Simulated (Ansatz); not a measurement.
Isolated molecules relaxed with PBE0-D4/def2-TZVP in Ansatz; ΔE leaves out vibrations. CCSD(T)/CBS is the MP2 limit (def2-TZVPP, def2-QZVPP) plus CCSD(T) − MP2 in def2-TZVPP, frozen cores. This one scheme is used for every species. Functionals use def2-TZVPP. B3LYP here is the variant with VWN-RPA as its local correlation; programs differ in this. For Mg outer-core shells are correlated without core-valence functions, which leaves a few kJ/mol of doubt a bond. Each species was taken in one conformer, which may not be the lowest.

Consider the hydrogenolysis of a Mg–O bond: `C[S][Mg][O][SiH3]` + H₂ → `C[S][MgH]` + silanol.

```json
{"level": "revPBE-D4", "ΔE (kJ/mol)": "126.0", "difference from CCSD(T)/CBS": "-18.3"}
{"level": "B3LYP-D4", "ΔE (kJ/mol)": "132.8", "difference from CCSD(T)/CBS": "-11.5"}
{"level": "r2SCANh-D4", "ΔE (kJ/mol)": "136.4", "difference from CCSD(T)/CBS": "-7.9"}
{"level": "BHLYP-D4", "ΔE (kJ/mol)": "132.8", "difference from CCSD(T)/CBS": "-11.5"}
{"level": "r2SCAN", "ΔE (kJ/mol)": "136.7", "difference from CCSD(T)/CBS": "-7.6"}
{"level": "BHLYP", "ΔE (kJ/mol)": "128.3", "difference from CCSD(T)/CBS": "-16.0"}
{"level": "RPA@PBE/def2-TZVPP", "ΔE (kJ/mol)": "129.9", "difference from CCSD(T)/CBS": "-14.4"}
{"level": "MP2/def2-TZVPP", "ΔE (kJ/mol)": "145.1", "difference from CCSD(T)/CBS": "0.8"}
{"level": "CCSD/def2-TZVPP", "ΔE (kJ/mol)": "132.2", "difference from CCSD(T)/CBS": "-12.1"}
{"level": "HF/def2-QZVPP", "ΔE (kJ/mol)": "125.6", "difference from CCSD(T)/CBS": "-18.7"}
{"level": "CCSD(T)/CBS", "ΔE (kJ/mol)": "144.3", "difference from CCSD(T)/CBS": "0"}
```

Largest T1 diagnostic among the species: 0.011.

In def2-TZVPP, CCSD(T) changes the Hartree–Fock value by +12.3 kJ/mol (the triples alone add +2.1 kJ/mol) and MP2 by +23.1 kJ/mol. Leaving LDA and LC-ωPBE aside and taking each functional with its dispersion term where it has one, the values, not all of them listed here, spread over 24.3 kJ/mol, from B97M-V to r2SCAN-D4. LDA lies −4.3 kJ/mol from PBE without D4.
